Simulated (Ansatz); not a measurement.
Calculated with Ansatz (gas phase, PBE0-D4/def2-TZVP geometries, no zero-point term in ΔE). CCSD(T)/CBS adds triple-zeta CCSD(T) − MP2 to the extrapolated MP2 energy (def2 sets, frozen cores). This one scheme is used for every species. DFT in def2-TZVPP. B3LYP here is the variant with VWN-RPA as its local correlation; programs differ in this. Elements past krypton have def2 core potentials. For Te outer-core shells are correlated without core-valence functions, which leaves a few kJ/mol of doubt a bond. One conformer a species, not always the lowest.

`[NH2][AlH][SiH2][TeH]` + CH₃SH → `CS[SiH2][AlH][NH2]` + H₂Te  (ligand exchange at the Si–Te bond)

```csv
level,ΔE (kJ/mol),difference from CCSD(T)/CBS
PBE-D4,13.6,-3.9
PBE0-D4,15.4,-2.1
ωB97M-V,12.0,-5.5
r2SCAN,14.3,-3.2
PBE0,17.7,0.2
B3LYP,14.9,-2.6
HF/def2-TZVPP,17.0,-0.5
MP2/def2-TZVPP,16.9,-0.6
HF/CBS(def2),17.2,-0.3
CCSD/CBS(def2),18.0,0.5
CCSD(T)/CBS,17.5,0
```

Largest T1 diagnostic among the species: 0.012.

The D4 term adds −3.5 kJ/mol with B3LYP and −2.2 kJ/mol with PBE0; it sums over pairs of atoms, weighted by their polarisabilities, and B3LYP, whose exchange is more repulsive, gets the larger term.
